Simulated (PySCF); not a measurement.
## Li (lithium, neutral) across methods

[He] 2p1, 2P determinant (an excited configuration). Calculation: PySCF 2.14, in x2c-TZVPPall with one added diffuse shell each of s, p type (6s4p1d, 23 functions); scalar relativity by spin-free X2C-1e. The B2PLYP total includes its PT2 part (frozen core); its orbital energies are those of the SCF part.

```tsv
method	E (hartree)	mean ε 1s α (eV)	mean ε 1s β (eV)	mean ε 2p α (eV)	Σ⟨r²⟩ (bohr²)	⟨S²⟩
wB97M-V	-7.4011	-59.945	-59.853	-2.986	34.29	0.750
PBEsol	-7.3375	-52.481	-52.399	-1.816	28.38	0.750
UHF	-7.36217	-68.807	-68.771	-3.407	30.80	0.750
r2SCAN	-7.4178	-54.563	-54.521	-1.849	27.78	0.750
PBE	-7.4022	-53.009	-52.915	-1.902	27.98	0.750
LDA	-7.2825	-52.217	-52.139	-1.789	28.75	0.750
B2PLYP	-7.4041	-61.669	-61.614	-2.669	28.86	0.750
PBE0	-7.4044	-57.113	-57.034	-2.340	28.04	0.750
BLYP	-7.4240	-53.203	-53.146	-1.762	27.84	0.750
```
